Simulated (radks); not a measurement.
The numbers below are computed, except where a source is named.
Fractional charge and spin in the 4s shell of selenium: the spin-up occupation runs from 0 to 1 and the spin-down occupation from 0 to 1; the fullest corner is Se+, [Ar] 3d10 4p(up 1.5, down 1.5) 4s(up 1, down 1). Level of theory: non-relativistic Kohn-Sham, PBEsol, spin-polarised, spherical densities, point nucleus (a radial shooting solver on a logarithmic mesh with Libxc functionals). Energy (eV) minus the two flat planes that join the four corners (they meet along the diagonal where the two added fractions sum to one electron); zero is where a piecewise linear energy would lie.

down \ up       0    0.25     0.5    0.75       1
0           0.000  -1.104  -1.467  -1.097   0.000
0.25       -1.104  -1.385  -0.937   0.230  -1.019
0.5        -1.467  -0.937   0.307  -0.872  -1.353
0.75       -1.097   0.230  -0.872  -1.282  -1.009
1           0.000  -1.019  -1.353  -1.009   0.000

Corners above the fullest one (they belong to Se2+ and the next ion): (up 1, down 0) 31.597 eV, (up 0, down 1) 31.597 eV, (up 0, down 0) 75.715 eV. With half an added electron in each spin the energy lies 0.307 eV from the planes, and with half an added electron in spin up alone -1.467 eV. The planes are only a guide here: the flat-plane condition holds for ground states with one frontier orbital, while this shell lies below other occupied shells, so the corners above the fullest one are inner-hole states and not the ground states of those ions.
